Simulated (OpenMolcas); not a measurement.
Cr3+ with 4 ligands (fluoride) in tetrahedral coordination (Td) at 1.79 Å. A charge of +0.25 e stands 3.2 Å behind each ligand. Ligand basis ANO-RCC-VDZP.

| Quantity | Value |
| --- | --- |
| Program | OpenMolcas |
| Method | SS-CASPT2, IPEA 0.25 Eh, imaginary shift 0.1 Eh (closed shells correlated: 3s 3p and the ligand valence shells) |
| Basis | ANO-RCC-VDZP [5s4p2d1f] |
| Scalar Hamiltonian | DKH2, point nucleus |
| Active space | 3 electrons in 5 orbitals (3d) |
| State averaging | 2S+1 = 4 even, 10 roots; 2S+1 = 2 even, 40 roots |
| Spin-orbit coupling | RASSI with atomic mean-field integrals over the reference wave functions |

Q: What is the spin-free ground state (labels of Td)?

A: 4T1, 3-fold in its orbital part; it has the highest spin that d3 allows.

Q: Where is the first state of the same spin?

A: 4T2 at 6940 cm-1 above the ground state.

Q: What are the lowest two levels with spin-orbit coupling?

A: A 4-fold level Γ8, then a 2-fold level Γ7 27 cm-1 above it. Their leading multiplicities are 4 (100 %) and 4 (100 %).

Q: What is χT at 300 K, and how does it compare with the textbook value?

A: The lowest level has 2S+1 = 4, for which the spin-only value is χT = S(S+1) / 2 = 1.875 cm3 K/mol (g = 2). The computed 1.444 at 300 K differs by -0.431, through orbital momentum, spin-orbit coupling and any other state in reach. With a threefold ground state the orbital momentum is unquenched, so the spin-only value is not expected to hold.

Roots that are degenerate in the reference are averaged as groups; the widest CASPT2 spread within a group is 600 cm-1 (the 3-fold group of multiplicity 2 near 22900 cm-1 above the lowest state of its run). Shifts and gaps below about the spread of the groups concerned are not significant. An orbital triplet at a regular site is open to Jahn-Teller coupling, which can distort the site and quench the lowest spin-orbit gaps and is left out. Ligand-to-metal charge-transfer states are missing. These CASPT2 states fit no ligand-field parameters well, so their order and spin gaps are uncertain. With no ligand orbital active B as a rule stays too high, so bands that hang on it stand too high and its fall with covalency is understated. With one d shell and no ligand orbital active, 10Dq can be off by a tenth or more. No measured value stands beside these numbers; the geometry is a model, was not optimised and need not be the one that this ion takes.
